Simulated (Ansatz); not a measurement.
Reaction (substitution at a C–C bond): `C=CCCCCC` + `[SiH3]S` → `C=CCS[SiH3]` + `CCCC`

Calculated with Ansatz (gas phase, PBE0-D4/def2-TZVP geometries, no zero-point term in ΔE). CCSD(T)/CBS adds triple-zeta CCSD(T) − MP2 to the extrapolated MP2 energy (def2 sets, frozen cores). DFT in def2-TZVPP. B3LYP here is the variant with VWN-RPA as its local correlation; programs differ in this. Each species was taken in one conformer, which may not be the lowest.

```tsv
level	ΔE (kcal/mol)	difference from CCSD(T)/CBS
PBE-D4	-0.6	-1.7
PBE0-D4	0.3	-0.8
B3LYP-D4	-0.2	-1.3
ωB97X-V	1.4	0.3
ωB97M-V	1.3	0.2
PBE	-0.9	-2.0
r2SCAN	-0.2	-1.3
PBE0	0.0	-1.1
B3LYP	-0.4	-1.5
MP2/def2-TZVPP	1.3	0.2
SCS-MP2/def2-TZVPP	1.2	0.1
CCSD(T)/def2-TZVPP	1.9	0.8
MP2/def2-QZVPP	0.8	-0.3
SCS-MP2/def2-QZVPP	0.8	-0.3
HF/CBS(def2)	1.0	-0.1
MP2/CBS(def2)	0.5	-0.6
CCSD(T)/CBS	1.1	0
```

Largest T1 diagnostic among the species: 0.011.

From PBE to PBE0 (25 % exact exchange), in def2-TZVPP and without D4, ΔE moves by +0.9 kcal/mol.
